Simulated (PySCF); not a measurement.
How methods differ on the excitation energy of P

P [Ne] 3s2 3p3 (4S) → P [Ne] 3s1 3p3 3d1 (6D), as a difference of total energies. Computed with PySCF 2.14 in aug-cc-pV(Q+d)Z with one added diffuse shell each of s, p, d, f, g type (8s7p6d4f3g, 114 functions), with the non-relativistic Hamiltonian (point nucleus). Correlated levels: valence: [Ne] frozen. The calculations carry no spin-orbit coupling.

```json
{"method": "UHF", "excitation energy (cm⁻¹)": "95828"}
{"method": "LDA", "excitation energy (cm⁻¹)": "111210"}
{"method": "PBE", "excitation energy (cm⁻¹)": "109540"}
{"method": "PBE0", "excitation energy (cm⁻¹)": "109210"}
{"method": "r2SCAN", "excitation energy (cm⁻¹)": "105850"}
{"method": "wB97X-V", "excitation energy (cm⁻¹)": "112780"}
{"method": "revPBE", "excitation energy (cm⁻¹)": "108550"}
{"method": "wB97M-V", "excitation energy (cm⁻¹)": "112950"}
{"method": "MP2 (valence)", "excitation energy (cm⁻¹)": "108820"}
{"method": "SCS-MP2 (valence)", "excitation energy (cm⁻¹)": "112670"}
```

The upper state lies above the first ionisation limit, but in LS coupling its spin forbids autoionisation to the ground ion.

The promoted electron is Rydberg-like, and one or two diffuse shells describe it only roughly, which tends to raise the upper state.
